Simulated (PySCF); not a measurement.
BFH₆O₂Si₂, SMILES B([SiH2][SiH2]F)(O)O.

The structure is a stationary point at r2SCAN-D4/def2-SVP. The structure was generated by enumeration, and PubChem lists no compound with its InChIKey, so it may never have been made. One conformer was computed; it need not be the lowest.

The numbers are results of r2SCAN-D4/def2-SVP in PySCF 2.14.0, not measurements.

Frequencies are harmonic and unscaled.

A small imaginary wavenumber (i) marks a very flat motion, where grid noise or a shallow saddle decides the sign.

| mode | ν (cm⁻¹) | IR (km/mol) | moving atoms (share of kinetic energy) |
|---|---|---|---|
| 1 | 2i | 0.3 | O 57 %, Si 22 %, H 18 % |
| 2 | 47 | 3.0 | F 43 %, Si 28 %, H 19 %, O 10 % |
| 3 | 60 | 4.8 | Si 44 %, O 30 %, F 17 % |
| 4 | 170 | 0.9 | F 54 %, Si 25 %, O 13 % |
| 5 | 190 | 11.0 | O 46 %, H 36 %, B 10 % |
| 6 | 338 | 14.0 | H 90 % |
| 7 | 359 | 0.4 | Si 46 %, O 35 %, H 13 % |
| 8 | 415 | 7.9 | Si 64 %, B 16 %, O 10 %, H 9 % |
| 9 | 481 | 0.4 | H 84 %, O 15 % |
| 10 | 503 | 83.5 | B 40 %, Si 27 %, H 24 %, O 9 % |
| 11 | 539 | 4.3 | H 66 %, Si 25 % |
| 12 | 563 | 84.5 | H 87 %, B 12 % |
| 13 | 589 | 0.3 | O 53 %, B 26 %, H 11 %, Si 10 % |
| 14 | 677 | 48.1 | H 86 %, Si 9 % |
| 15 | 678 | 124.4 | H 75 %, Si 11 %, B 11 % |
| 16 | 749 | 15.9 | H 94 % |
| 17 | 848 | 18.5 | F 47 %, H 37 %, Si 16 % |
| 18 | 893 | 154.1 | H 77 %, Si 16 % |
| 19 | 918 | 152.9 | H 85 %, Si 11 % |
| 20 | 947 | 133.7 | H 82 %, Si 14 % |
| 21 | 977 | 296.2 | H 80 %, O 20 % |
| 22 | 1000 | 47.4 | H 76 %, O 19 % |
| 23 | 1259 | 418.9 | B 55 %, O 34 %, H 11 % |
| 24 | 1437 | 160.0 | B 71 %, O 23 % |
| 25 | 2187 | 67.8 | H 98 % |
| 26 | 2193 | 45.7 | H 96 % |
| 27 | 2211 | 94.0 | H 98 % |
| 28 | 2220 | 163.5 | H 96 % |
| 29 | 3893 | 170.3 | H 94 % |
| 30 | 3894 | 5.0 | H 94 % |
